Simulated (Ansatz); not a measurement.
Consider the redistribution: `O[SiH2][GeH2][OH]` + `[CH3][GeH]([OH])[F]` → `[OH][GeH2][SiH3]` + `[CH3][Ge]([OH])([OH])[F]`.

Computed with Ansatz on PBE0-D4/def2-TZVP structures; ΔE is electronic, products minus reactants. CBS: MP2 limit from def2 TZ/QZ plus the TZ coupled-cluster correction, frozen cores. DFT in def2-TZVPP. B3LYP here is the variant with VWN-RPA as its local correlation; programs differ in this. HSE06 is defined as in plane-wave codes. For Ge outer-core shells are correlated without core-valence functions, which leaves a few kJ/mol of doubt a bond. Scalar relativity is left out up to krypton. Each species was taken in one conformer, which may not be the lowest.

`O[SiH2][GeH2][OH]`:

Cartesian coordinates in Å:
```
O -0.134 -1.477 -1.947
Si -0.568 -0.081 -1.174
Ge 0.301 -0.023 1.053
O 0.053 1.670 1.587
H 0.796 -1.609 -2.137
H -2.049 -0.079 -1.151
H -0.076 1.125 -1.897
H -0.415 -0.972 2.042
H 1.814 -0.356 1.114
H 0.280 1.802 2.510
```

`[CH3][GeH]([OH])[F]`:

Cartesian coordinates in Å:
```
C 0.385 0.804 0.984
Ge -0.366 -0.109 -0.532
O 0.082 -1.810 -0.384
F 0.406 0.493 -1.976
H 1.454 0.594 1.029
H -0.085 0.455 1.904
H 0.234 1.880 0.890
H -1.871 0.048 -0.809
H -0.239 -2.356 -1.105
```

`[OH][GeH2][SiH3]`:

Cartesian coordinates in Å:
```
O 0.272 2.059 0.488
Ge -0.141 0.378 0.951
Si -0.167 -1.017 -0.987
H 1.165 2.134 0.144
H 0.883 -0.127 1.993
H -1.522 0.515 1.610
H -0.457 -2.425 -0.603
H 1.166 -0.967 -1.648
H -1.199 -0.549 -1.948
```

`[CH3][Ge]([OH])([OH])[F]`:

Z-matrix (Å, degrees):
```
C
Ge 1 1.916
H 1 1.089 2 109.8
H 1 1.090 2 109.3 3 -120.2
H 1 1.090 2 109.4 3 120.1
O 2 1.755 1 109.6 3 172.2
O 2 1.764 1 115.8 3 -64.4
F 2 1.742 1 110.2 3 52.7
H 6 0.961 2 112.7 1 164.7
H 7 0.961 2 111.7 1 113.3
```

Task: Is it downhill or uphill in electronic energy at CCSD(T)/CBS, and by how much? (Best estimate.)

Result: Computed: Uphill: ΔE = +23.2 kJ/mol.

Task: What do these levels give: B3LYP-D4, r2SCANh-D4, HSE06, MP2/def2-TZVPP, SCS-MP2/def2-QZVPP, HF/CBS(def2)? (Estimate.)

Result: Ansatz gave: B3LYP-D4 25.3, r2SCANh-D4 21.5, HSE06 21.8, MP2/def2-TZVPP 20.6, SCS-MP2/def2-QZVPP 24.6, HF/CBS(def2) 27.5 kJ/mol.

Largest T1 diagnostic among the species: 0.012.

At CCSD(T), def2-SVP lies −17.9 kJ/mol from the extrapolated value and def2-TZVPP −5.0 kJ/mol. In def2-TZVPP, CCSD(T) changes the Hartree–Fock value by −7.8 kJ/mol (the triples alone add −1.8 kJ/mol) and MP2 by −5.5 kJ/mol.
